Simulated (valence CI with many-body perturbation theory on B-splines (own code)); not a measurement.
# Level structure of K4+

Computed by relativistic CI+MBPT: five valence electrons over a frozen Dirac-Fock core [Ne], radial functions for each j: 9 s, 9 p, 8 d, 6 f, 3 g, 1 h, with the one-electron correlation potential Σ1, the two-electron term Σ2, the three-electron term Σ3, Breit, model QED; selected CI, second order for the rest, scaled by the run's own slope (own B-spline code, finite nucleus).

Set against measurement, 16 paired levels are off by 238 cm⁻¹ on average, the worst by 1164. These come from a selection out of Sansonetti, J. Phys. Chem. Ref. Data 37, 7 (2008). Levels without a partner in it may be off by more. Among the levels kept, up to 1900 cm⁻¹ of a level comes from second order outside the variational space, and about a tenth of that is noise between levels of different J, which matters for small intervals. 5 measured levels below the end of the list, from 206720 cm⁻¹ on, found no clear computed partner, and computed levels of the same name lie up to 6867 cm⁻¹ from them.

Levels 1 to 32 of 32, with energies above the lowest level, 3s2.3p3 4S°_3/2. "Leading %" is the weight of the configuration and term that name the level; weights of strongly mixed levels are sums over their largest components and can fall short, so below about 35 % the name and the second component can differ from the true leading terms, or belong to a minority configuration. Lifetimes count E1, E2, E3, M1 and M2 decay at the calculated energies, and are blank where another channel may lead or the interval is too uncertain; long ones can be off by a factor of two.

```tsv
No.	Configuration	Term	J	E (cm⁻¹)	Leading %	Lifetime	g
1	3s2.3p3	4S°	3/2	0.0	95		2.001
2	3s2.3p3	2D°	3/2	24210	94	11.2 s	0.807
3	3s2.3p3	2D°	5/2	24443	95	199 s	1.200
4	3s2.3p3	2P°	1/2	40035	94	276 ms	0.665
5	3s2.3p3	2P°	3/2	40356	92	117 ms	1.327
6	3s.3p4	4P	5/2	136560	86	2.69 ns	1.601
7	3s.3p4	4P	3/2	137960	86	2.63 ns	1.734
8	3s.3p4	4P	1/2	138720	86	2.60 ns	2.669
9	3s.3p4	2D	3/2	169630	73	1.35 ns	0.800
10	3s.3p4	2D	5/2	169750	73	1.40 ns	1.201
11	3s2.3p2.3d	2P	3/2	194830	58	551 ps	1.333
12	3s2.3p2.3d	2P	1/2	196360	57	534 ps	0.682
13	3s.3p4	2S	1/2	206120	75	438 ps	1.985
14	3s2.3p2.3d	4F	3/2	213520	95	211 ns	0.402
15	3s2.3p2.3d	4F	5/2	214030	95	303 ns	1.031
16	3s2.3p2.3d	4F	7/2	214780	95	603 ns	1.240
17	3s2.3p2.3d	4F	9/2	215750	95		1.333
18	3s2.3p2.3d	2F	5/2	220870	72	199 ns	0.979
19	3s2.3p2.3d	4D	7/2	221350	53	1.74 μs	1.304
20	3s2.3p2.3d	4D	1/2	221380	95	67.0 ns	-0.002
21	3s2.3p2.3d	4D	3/2	221550	94	56.4 ns	1.197
22	3s2.3p2.3d	4D	5/2	222140	72	68.1 ns	1.247
23	3s2.3p2.3d	2F	7/2	223560	54	10.4 μs	1.267
24	3s2.3p2.3d	2G	7/2	245550	95	104 ns	0.889
25	3s2.3p2.3d	2G	9/2	245750	95		1.112
26	3s2.3p2.3d	2P	3/2	259610	46	35.6 ps	1.340
27	3s2.3p2.3d	4P	5/2	260510	83	24.9 ps	1.598
28	3s2.3p2.3d	2P	1/2	261250	41	33.5 ps	1.011
29	3s2.3p2.3d	4P	3/2	261340	81	24.7 ps	1.720
30	3s2.3p2.3d	4P	1/2	261850	69	25.7 ps	2.324
31	3s2.3p2.3d	2D	3/2	265350	90	220 ps	0.808
32	3s2.3p2.3d	2D	5/2	267320	90	185 ps	1.203
```

Names give the largest LS component (configuration and term), which can be under half, so a name can repeat, a term be missing and a line seem to break the LS rules; names also repeat where a configuration has a term twice.

Where two levels of one J and parity lie close, their mixing, g and order are uncertain.

The ionisation energy to 3s2.3p2 3P_0 of the next ion comes out as 81.8 eV (NIST: 82.66 ± 0.16 eV (semi-empirical), further off than twice its uncertainty). All 32 levels together are meant to be complete up to 275880 cm⁻¹.
